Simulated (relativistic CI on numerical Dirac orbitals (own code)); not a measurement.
## Spin-allowed bands of a d7 ion in an octahedral site, by hand

Problem. Take Δ = 8200 cm⁻¹ and B = 940 cm⁻¹ for a high-spin d7 ion in an octahedral site. Calculate the three spin-allowed bands.

Working.
1. The terms of highest spin are 4F (energy 0) and 4P (15B = 14100 cm⁻¹). Here the F term splits into A2 at +1.2Δ = 9840, T2 at +0.2Δ = 1640 and T1 at −0.6Δ = -4920 cm⁻¹.
2. The two T1 states mix through the element 0.4Δ: H = [[-4920, 3280], [3280, 14100]], with roots ½(H₁₁ + H₂₂) ∓ ½√[(H₂₂ − H₁₁)² + 4H₁₂²] = ½(9180) ∓ ½(20119) = -5470 and 14650 cm⁻¹.
3. The ground term is 4T1 at -5470 cm⁻¹.
4. Bands: 4T2 7110 cm⁻¹ (1407 nm), 4A2 15310 cm⁻¹ (653 nm), 4T1(P) 20119 cm⁻¹ (497 nm).

Check. Exact diagonalisation of the whole d7 shell with these parameters gives 4T2 7110, 4A2 15310, 4T1 20119 cm⁻¹. The match is exact, since without spin-orbit coupling no other term has this spin. The ratio of the second band to the first, 2.153, depends on Δ/B = 8.7 alone, which is how a Tanabe-Sugano diagram is read.
